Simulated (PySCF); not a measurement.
# AlGe: one state, many levels of theory

State: ⁴Σ⁻ (quartet), unpaired electrons σ ↑, π ↑↑. Set-up: basis Al 6-311G(d,p), Ge 6-311G(d,p); no relativity; PySCF 2.14. De refers to Al + Ge in their high-spin ground configurations, without counterpoise correction. The functionals are run spin-unrestricted. A positive dipole means Al(−)Ge(+).

```csv
Level,Re (Å),ωe (cm⁻¹),De (eV),μ (D)
UHF,2.536,278,1.55,-2.14
UHF-MP2,2.467,311,2.24,n/a
UHF-SCS-MP2,2.472,308,2.03,n/a
UHF-CCSD,2.488,303,2.11,n/a
UHF-CCSD(T),2.483,306,2.22,n/a
PBE,2.489,296,2.61,-1.07
revPBE,2.503,291,2.46,-1.04
BLYP,2.516,279,2.32,-1.19
r²SCAN,2.461,310,2.63,-1.31
r²SCANh,2.459,311,2.57,-1.39
PBE0,2.469,307,2.47,-1.29
LC-ωPBE,2.439,319,2.20,-1.61
```

The bond length runs from 2.439 Å (LC-ωPBE) to 2.536 Å (UHF). De spans 1.55 eV (UHF, mean field) to 2.63 eV (r²SCAN, meta-GGA). Correlation at CCSD(T) changes the Hartree–Fock bond energy by +0.67 eV; the triples alone change it by +0.11 eV.

Correlated steps freeze 14 core orbitals. Spin–orbit coupling is left out. The state was picked by a PBE0 search and need not be the measured ground state.
